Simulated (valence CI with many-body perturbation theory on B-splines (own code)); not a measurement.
## Level structure of Gd⁴⁹⁺

Level of theory: configuration interaction combined with many-body perturbation theory (CI+MBPT): five valence electrons over a frozen Dirac-Fock core [Ne], a basis of 11 s, 11 p, 10 d, 8 f, 5 g, 2 h functions for each j, with the one-electron correlation potential Σ1, the two-electron term Σ2, the three-electron term Σ3, Breit, model QED; selected CI, second order for the rest, scaled by the run's own slope (own B-spline code, finite nucleus).

No measured spectrum was set against this ion. As an estimate, large intervals hold to a few tenths of a per cent, small ones and those within an open d or f shell to about a per cent. Among the levels kept, up to 3200 cm⁻¹ of a level comes from second order outside the variational space, and about a tenth of that is noise between levels of different J, which matters for small intervals.

Levels 46 to 90 of 167, with energies above the lowest level, (3s^2 3p1/2^2 3p3/2) J=3/2. "Leading %" is the weight of the configuration and term that name the level; weights of strongly mixed levels are sums over their largest components and can fall short, so below about 35 % the name and the second component can differ from the true leading terms, or belong to a minority configuration. In the jj column 3d3/2^4 stands for four electrons in 3d with j = 3/2. Lifetimes count E1, E2, E3, M1 and M2 decay at the calculated energies, and are blank where another channel may lead or the interval is too uncertain; long ones can be off by a factor of two.

```csv
No.,Configuration,Term,J,E (eV),Leading %,g,Second component,Lifetime,Leading jj
46,3s 3p3 3d,2F°,7/2,568.59,26,1.169,14 % 3s 3p3 3d 4D°,2.25 ps,3s 3p1/2^2 3p3/2 3d5/2 (88 %)
47,3s 3p3 3d,2P°,1/2,574.81,44,0.593,40 % 3s 3p3 3d 4D°,5.07 ps,3s 3p1/2^2 3p3/2 3d5/2 (92 %)
48,3s2 3p2 3d,2F,7/2,576.87,52,1.223,36 % 3s2 3p2 3d 4D,62.0 ps,3s^2 3p3/2^2 3d5/2 (96 %)
49,3s2 3p2 3d,2D,3/2,577.06,67,0.852,9 % 3s2 3p2 3d 4F,887 fs,3s^2 3p3/2^2 3d3/2 (88 %)
50,3s2 3p2 3d,4F,9/2,578.82,59,1.236,39 % 3s2 3p2 3d 2G,16.9 ns,3s^2 3p3/2^2 3d5/2 (98 %)
51,3s 3p3 3d,2F°,5/2,579.64,24,1.079,15 % 3s 3p3 3d 2D°,2.06 ps,3s 3p1/2^2 3p3/2 3d5/2 (80 %)
52,3s 3p3 3d,4D°,3/2,581.14,24,1.362,17 % 3s 3p3 3d 2P°,2.07 ps,3s 3p1/2^2 3p3/2 3d5/2 (82 %)
53,3s2 3p2 3d,2P,1/2,584.28,50,1.317,30 % 3s2 3p2 3d 2S,31.8 ps,3s^2 3p3/2^2 3d5/2 (91 %)
54,3s2 3p 3d2,4D°,1/2,590.04,40,0.636,33 % 3s2 3p 3d2 2P°,706 fs,3s^2 3p1/2 3d3/2^2 (85 %)
55,3s2 3p 3d2,4F°,3/2,593.29,35,0.751,28 % 3s2 3p 3d2 2D°,460 fs,3s^2 3p1/2 3d3/2^2 (78 %)
56,3s2 3p 3d2,4G°,7/2,598.94,56,1.030,13 % 3s2 3p 3d2 4F°,6.20 ps,3s^2 3p1/2 3d3/2 3d5/2 (91 %)
57,3s2 3p 3d2,2D°,5/2,601.91,23,1.082,18 % 3s2 3p 3d2 4D°,5.31 ps,3s^2 3p1/2 3d3/2 3d5/2 (90 %)
58,3s2 3p2 3d,2D,5/2,603.82,76,1.201,15 % 3s2 3p2 3d 4D,764 ps,3s^2 3p3/2^2 3d5/2 (98 %)
59,3s2 3p 3d2,4D°,3/2,607.10,39,1.223,21 % 3s2 3p 3d2 2D°,3.45 ps,3s^2 3p1/2 3d3/2 3d5/2 (82 %)
60,3s2 3p 3d2,4P°,1/2,607.48,40,1.858,24 % 3s2 3p 3d2 4D°,6.58 ps,3s^2 3p1/2 3d3/2 3d5/2 (87 %)
61,3s2 3p 3d2,2H°,9/2,610.87,42,1.047,32 % 3s2 3p 3d2 2G°,7.06 ps,3s^2 3p1/2 3d3/2 3d5/2 (92 %)
62,3s2 3p2 3d,2P,3/2,615.43,41,1.172,28 % 3s2 3p2 3d 2D,2.32 ps,3s^2 3p3/2^2 3d5/2 (92 %)
63,3s2 3p2 3d,2D,5/2,620.23,52,1.161,18 % 3s2 3p2 3d 2F,1.85 ps,3s^2 3p3/2^2 3d5/2 (90 %)
64,3s2 3p 3d2,4D°,5/2,634.84,25,1.171,17 % 3s2 3p 3d2 4F°,557 fs,3s^2 3p1/2 3d3/2 3d5/2 (81 %)
65,3s2 3p 3d2,2F°,7/2,635.39,30,1.212,27 % 3s2 3p 3d2 4D°,851 fs,3s^2 3p1/2 3d3/2 3d5/2 (70 %)
66,3s2 3p 3d2,4D°,3/2,641.98,22,1.361,17 % 3s2 3p 3d2 2P°,540 fs,3s^2 3p1/2 3d3/2 3d5/2 (78 %)
67,3p5,2P°,3/2,647.07,25,1.206,13 % 3s 3p3 3d 4D°,2.61 ps,3s 3p1/2 3p3/2^2 3d3/2 (61 %)
68,3s2 3p 3d2,2F°,7/2,654.13,25,1.191,22 % 3s2 3p 3d2 2G°,2.87 ps,3s^2 3p1/2 3d5/2^2 (64 %)
69,3s2 3p 3d2,2H°,9/2,655.79,26,1.121,25 % 3s2 3p 3d2 4G°,5.93 ps,3s^2 3p1/2 3d5/2^2 (84 %)
70,3s 3p3 3d,4F°,5/2,656.41,34,1.204,23 % 3s 3p3 3d 6D°,4.03 ps,3s 3p1/2 3p3/2^2 3d3/2 (82 %)
71,3s 3p3 3d,6D°,1/2,658.72,33,1.879,23 % 3s 3p3 3d 4D°,2.50 ps,3s 3p1/2 3p3/2^2 3d3/2 (84 %)
72,3s2 3p 3d2,2P°,3/2,661.98,16,1.317,13 % 3s2 3p 3d2 2D°,2.10 ps,3s^2 3p1/2 3d5/2^2 (52 %)
73,3s2 3p 3d2,2F°,5/2,664.24,35,1.109,20 % 3s2 3p 3d2 4D°,3.56 ps,3s^2 3p1/2 3d5/2^2 (86 %)
74,3s 3p3 3d,4F°,7/2,666.55,28,1.197,26 % 3s 3p3 3d 4G°,3.36 ps,3s 3p1/2 3p3/2^2 3d3/2 (86 %)
75,3p5,2P°,3/2,666.56,27,1.273,10 % 3s2 3p 3d2 4P°,1.39 ps,3s^2 3p1/2 3d5/2^2 (35 %)
76,3s 3p3 3d,4G°,9/2,678.96,42,1.154,38 % 3s 3p3 3d 2G°,3.27 ps,3s 3p1/2 3p3/2^2 3d3/2 (91 %)
77,3s2 3p 3d2,2P°,1/2,680.36,51,0.643,17 % 3s 3p3 3d 4D°,4.25 ps,3s^2 3p1/2 3d5/2^2 (60 %)
78,3s 3p3 3d,4F°,3/2,684.46,40,0.814,22 % 3s 3p3 3d 2D°,1.48 ps,3s 3p1/2 3p3/2^2 3d3/2 (85 %)
79,3s 3p2 3d2,4F,3/2,687.66,40,0.402,36 % 3s 3p2 3d2 6G,20.9 ps,3s 3p1/2^2 3d3/2^2 (93 %)
80,3s 3p3 3d,4P°,5/2,689.69,30,1.356,17 % 3s 3p3 3d 4D°,905 fs,3s 3p1/2 3p3/2^2 3d3/2 (82 %)
81,3s 3p3 3d,4D°,7/2,690.58,34,1.222,15 % 3s 3p3 3d 2F°,1.11 ps,3s 3p1/2 3p3/2^2 3d3/2 (76 %)
82,3s 3p3 3d,4D°,1/2,693.05,43,0.668,7 % 3s 3p3 3d 4P°,1.25 ps,3s 3p1/2 3p3/2^2 3d3/2 (72 %)
83,3s 3p3 3d,6D°,9/2,693.10,39,1.353,25 % 3s 3p3 3d 4F°,6.29 ps,3s 3p1/2 3p3/2^2 3d5/2 (95 %)
84,3s 3p2 3d2,4F,5/2,695.86,25,1.065,18 % 3s 3p2 3d2 6G,20.3 ps,3s 3p1/2^2 3d3/2^2 (90 %)
85,3s 3p3 3d,4P°,3/2,697.43,30,1.445,23 % 3s 3p3 3d 4S°,740 fs,3s 3p1/2 3p3/2^2 3d3/2 (86 %)
86,3s 3p3 3d,4D°,7/2,700.36,20,1.273,20 % 3s 3p3 3d 6D°,1.90 ps,3s 3p1/2 3p3/2^2 3d5/2 (67 %)
87,3s 3p4,2S,1/2,700.90,34,1.775,30 % 3s 3p4 4P,615 fs,3s 3p3/2^4 (92 %)
88,3s 3p3 3d,4F°,5/2,701.81,24,1.036,15 % 3s 3p3 3d 4G°,1.11 ps,3s 3p1/2 3p3/2^2 3d3/2 (90 %)
89,3s 3p3 3d,4F°,3/2,702.11,32,0.904,19 % 3s 3p3 3d 4D°,882 fs,3s 3p1/2 3p3/2^2 3d3/2 (92 %)
90,3s 3p3 3d,2G°,7/2,706.21,44,1.093,20 % 3s 3p3 3d 4D°,894 fs,3s 3p1/2 3p3/2^2 3d3/2 (78 %)
```
